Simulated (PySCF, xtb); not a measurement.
C2H6F2OSi, SMILES COC[SiH](F)F. The values are those of a single conformer.

Harmonic wavenumbers (cm⁻¹) from xtb with GFN2-xTB at its own minimum, in rising order: 41, 79, 115, 206, 218, 232, 285, 375, 607, 638, 756, 800, 848, 883, 979, 1107, 1134, 1156, 1196, 1308, 1406, 1468, 1475, 1490, 2463, 2833, 2870, 2896, 2920, 3032.

Q: What does B3LYP-D3(BJ)/def2-SVP (PySCF) give at its own minimum? (An estimate is asked for; the answer gives what the named calculation found.)

A: 66, 76, 114, 232, 256, 265, 350, 382, 716, 776, 824, 855, 900, 973, 983, 1173, 1179, 1215, 1226, 1325, 1449, 1458, 1466, 1492, 2309, 2943, 2967, 2983, 3025, 3128. Paired by order, the mean absolute difference is 55 cm⁻¹ and the zero-point energies are 51.2 and 53.0 kcal/mol.
